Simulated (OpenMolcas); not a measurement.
**Ag2+: moving or changing the point charges**

Ag2+ among 5 point charges of -2 e arranged as a trigonal bipyramid (D3h), 2.03 Å from the ion.

```yaml
Program: OpenMolcas 26.06
Method: CASSCF
Basis: ANO-RCC-VDZP [6s5p3d1f]
Scalar_Hamiltonian: DKH2, point nucleus
Active_space: 9 electrons in 5 orbitals (4d)
State_averaging: 2S+1 = 2 even, 5 roots
Spin-orbit_coupling: RASSI with atomic mean-field integrals over the reference wave functions
```

Runs around this geometry, states (labels of D3, the rotations of D3h). Energies in cm-1 above the lowest state or level, χT in cm3 K/mol.

```tsv
R (Å)	q (e)	Ground state	First state of that spin	First gap with spin-orbit (degeneracies)	χT at 300 K
2.03	-1	2A1	2E 3921	3035 (2, 2)	0.906
2.03	-2	2A1	2E 7557	6512 (2, 2)	0.731
2.26	-2	2A1	2E 4862	3984 (2, 2)	0.848
```

Taking the first state of the same spin as R^-n, n = -ln(4862 / 7557) / ln(2.26 / 2.03) = 4.1 between the shortest and longest distance.

Scaling the charges by -1 / -2 = 0.50 scales the first state of the same spin by 3921 / 7557 = 0.52; with fixed orbitals a first-order splitting would follow the charge.

The ground term spreads over less than 5000 cm-1, several times less than with real ligands, so orbital moments are less quenched and χT lies further from the spin-only value than at real sites (holds for R = 2.03, q = -1). This is an electrostatic model: the charges have no orbitals. No measured value stands beside these numbers.
